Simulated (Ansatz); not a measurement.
Start from `F[Si](Cl)(Br)Br` and change one atom or group to get `Cl[Si](Cl)(Br)Br`.

Ansatz, PBE0-D4/def2-TZVP geometries, multiplicity 1. 

Scalar relativity is left out up to krypton.

```csv
property,`F[Si](Cl)(Br)Br`
size of the dipole moment (B3LYP/def2-TZVPP) / D,0.63
HOMO energy (PBE/def2-TZVPP) / eV,-7.61
HOMO energy (ωB97M-V/def2-TZVPP) / eV,-11.10
size of the dipole moment (ωB97M-V/def2-TZVPP) / D,0.60
size of the dipole moment (PBE/def2-TZVPP) / D,0.59
LUMO energy (B3LYP/def2-TZVPP) / eV,-1.22
```

(1) What does the change do to each property? (Estimate.)

Answers

(1) Ansatz gave: 
```json
{"property": "size of the dipole moment (B3LYP/def2-TZVPP) / D", "`Cl[Si](Cl)(Br)Br`": "0.11", "shift": "-0.52"}
{"property": "HOMO energy (PBE/def2-TZVPP) / eV", "`Cl[Si](Cl)(Br)Br`": "-7.51", "shift": "0.10"}
{"property": "HOMO energy (ωB97M-V/def2-TZVPP) / eV", "`Cl[Si](Cl)(Br)Br`": "-11.00", "shift": "0.10"}
{"property": "size of the dipole moment (ωB97M-V/def2-TZVPP) / D", "`Cl[Si](Cl)(Br)Br`": "0.07", "shift": "-0.53"}
{"property": "size of the dipole moment (PBE/def2-TZVPP) / D", "`Cl[Si](Cl)(Br)Br`": "0.11", "shift": "-0.48"}
{"property": "LUMO energy (B3LYP/def2-TZVPP) / eV", "`Cl[Si](Cl)(Br)Br`": "-1.46", "shift": "-0.24"}
```

With PBE0 the HOMO rises by 0.10 eV and the LUMO falls by 0.23 eV, so the gap narrows by about 0.33 eV. PBE moves the HOMO by 0.10 eV and ωB97M-V by 0.10 eV. Dipoles are sizes alone; their direction can turn.

B3LYP here is the variant with VWN-RPA as its local correlation; programs differ in this.

Spin–orbit coupling is left out; it splits and shifts lone-pair levels of the heavy atoms by tenths of an eV.
